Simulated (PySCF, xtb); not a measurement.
C2H6GeN2, SMILES [NH2][Ge@H]1[CH]=N[CH2]1.

GFN2-xTB (xtb 6.7.1) at its own geometry gives an orbital gap of 3.21 eV and a dipole moment of 2.39 D.

Geometry optimised at TPSSh-D3(BJ)/def2-SVP. The structure was generated by enumeration; whether it is a known compound was not checked. One conformer was computed; it need not be the lowest.

### Question
What does PBE/def2-TZVP run with PySCF give? (Estimate from the structure and the level; the computed values follow.)

### Answer
gap 3.65 eV (levels -5.46 and -1.81 eV), dipole 2.36 D.
